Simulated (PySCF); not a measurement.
First SCF of a structure search on quintet RhS₃⁻, at a hand-made T-shaped geometry. PySCF input:

```python
from pyscf import gto, scf, dft
mol = gto.M(atom='''
Rh     0.000000     0.000000     0.000000
S      0.000000     0.000000     2.040000
S      2.038800     0.000000     0.071200
S     -2.038800     0.000000     0.071200''',
    basis={'Rh': 'def2-SVPD', 'S': 'def2-SVPD'},
    ecp={'Rh': 'def2-SVPD'},
    charge=-1, spin=4)
mf = dft.UKS(mol, xc='PBE')
mf.grids.atom_grid = (50, 194)
aux = {'Rh': 'def2-universal-JKFIT', 'S': 'def2-universal-JKFIT'}
mf = mf.density_fit(auxbasis=aux)
mf.conv_tol = 1e-08
mf.diis_space = 10
mf.max_cycle = 60
mf.init_guess = 'minao'
mf.verbose = 4
mf.kernel()
```

Excerpt of the output (cycles alone):

```
init E= -1294.7516272774
cycle= 1 E= -1302.56442000283  delta_E= -7.81  |g|= 1.73  |ddm|= 4.19
cycle= 2 E= -1283.28250730941  delta_E= 19.3  |g|= 4.62  |ddm|=  303
cycle= 3 E= -1304.18705866281  delta_E= -20.9  |g|= 0.589  |ddm|=  303
cycle= 4 E= -1303.87151132273  delta_E= 0.316  |g|= 0.756  |ddm|= 1.76
cycle= 5 E= -1304.26283193019  delta_E= -0.391  |g|= 0.339  |ddm|= 1.58
cycle= 6 E= -1304.3224491953  delta_E= -0.0596  |g|= 0.239  |ddm|= 0.484
cycle= 7 E= -1304.34493647007  delta_E= -0.0225  |g|= 0.0964  |ddm|= 0.184
cycle= 8 E= -1304.34915849703  delta_E= -0.00422  |g|= 0.0261  |ddm|= 0.15
cycle= 9 E= -1304.34959312585  delta_E= -0.000435  |g|= 0.00443  |ddm|= 0.0443
cycle= 10 E= -1304.34960563983  delta_E= -1.25e-05  |g|= 0.00178  |ddm|= 0.00727
cycle= 11 E= -1304.34960701  delta_E= -1.37e-06  |g|= 0.000714  |ddm|= 0.0019
cycle= 12 E= -1304.34960724696  delta_E= -2.37e-07  |g|= 9.07e-05  |ddm|= 0.000867
cycle= 13 E= -1304.34960725143  delta_E= -4.47e-09  |g|= 3.02e-05  |ddm|= 0.000184
Extra cycle  E= -1304.34960723767  delta_E= 1.38e-08  |g|= 0.000174  |ddm|= 0.000207
converged SCF energy = -1304.34960723767  <S^2> = 6.0131245  2S+1 = 5.0052471
```

No lower solution of this spin was found from smeared starts or by a stability analysis within the unrestricted form.

Open d and f shells are described by one determinant, and the ground state may have another occupation or spin.

The search for the lowest solution, 3 starts and the stability check together, took 28 s on 2 threads of a shared Arm Neoverse V2 host, with 115 basis functions; the process peaked at 0.49 GiB. Launch command: `OMP_NUM_THREADS=2 python axn.py task.json out`.
